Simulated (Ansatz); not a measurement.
Ligand exchange: HBr + Si3H6O2 → SiH3Br + Si2H4O2

Species: HBr (hydrogen bromide), singlet; Si3H6O2 `[SiH3]O[Si]O[SiH3]`, singlet; SiH3Br `[SiH3]Br`, singlet; Si2H4O2 `O[Si]O[SiH3]`, singlet. The partners trade H for SiH3: Br–H and O–SiH3 bonds give way to Br–SiH3 and O–H.

Shapes, held fixed at every level: PBE0-D4/def2-TZVP. Flexible molecules stand in one conformer, not always the lowest. Programs: Ansatz 0.2.0. The zero-point and thermal change to 298 K, harmonic and unscaled (PBE0-D4/def2-TZVP), is +6.2 kJ/mol.

Estimate ΔH(298 K) of this reaction.

The highest level, CCSD(T)/def2-TZVPP, gives ΔH(298 K) = +13.6 kJ/mol; the levels span +2.3 to +18.3. The column of differences is taken from that level and isn't an error. No measured value is set beside it here. Relativity is left out for Br. Outer-core shells of Br are correlated, in sets that cover them unevenly.

| level | kind | ΔH(298 K) (kJ/mol) | less CCSD(T)/def2-TZVPP |
| --- | --- | --- | --- |
| HF/def2-SVP | Hartree–Fock | +15.8 | +2.2 |
| HF/def2-TZVPP | Hartree–Fock | +18.3 | +4.7 |
| SPW92/def2-TZVPP | LDA | +2.3 | -11.3 |
| r2SCAN0-D4/def2-TZVPP | global hybrid | +7.2 | -6.4 |
| B2PLYP/def2-TZVPP | double hybrid | +11.7 | -1.9 |
| MP2/def2-TZVPP | perturbation theory | +10.1 | -3.5 |
| CCSD/def2-SVP | coupled cluster or CI | +14.1 | +0.5 |
| CCSD(T)/def2-TZVPP | coupled cluster or CI | +13.6 | 0.0 |
